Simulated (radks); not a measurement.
Results of a calculation; reference values are marked as such.
Question: The mean radii <r> (bohr) of the occupied orbitals of an atom or ion are listed with their occupations. Level of theory: scalar-relativistic Kohn-Sham, LB94 model potential, spin-polarised, spherical densities, finite nucleus; Fermi nuclear charge, rms radius of each element as measured or else 0.836 A^(1/3) + 0.57 fm (a radial shooting solver on a logarithmic mesh with Libxc functionals).

orbital  occ.     <r>
1s down     1  0.1565
1s up       1  0.1566
2s up       1  0.7347
2s down     1  0.7409
2p up       1  0.6582

Name the element and its charge. Open shells, if any, are filled with parallel spins first.

Answer: Z = 10, neon, charge +5: Ne5+ in [He] 2s2 2p1. The 1s radius gives Z: for a bare nucleus <r> = (2 gamma + 1)/(2Z) with gamma = sqrt(1 - (Z/c)^2), 0.1497 bohr for Z = 10, and screening makes it slightly larger (0.1565 here). The occupations add up to 5, and the charge is Z minus that.
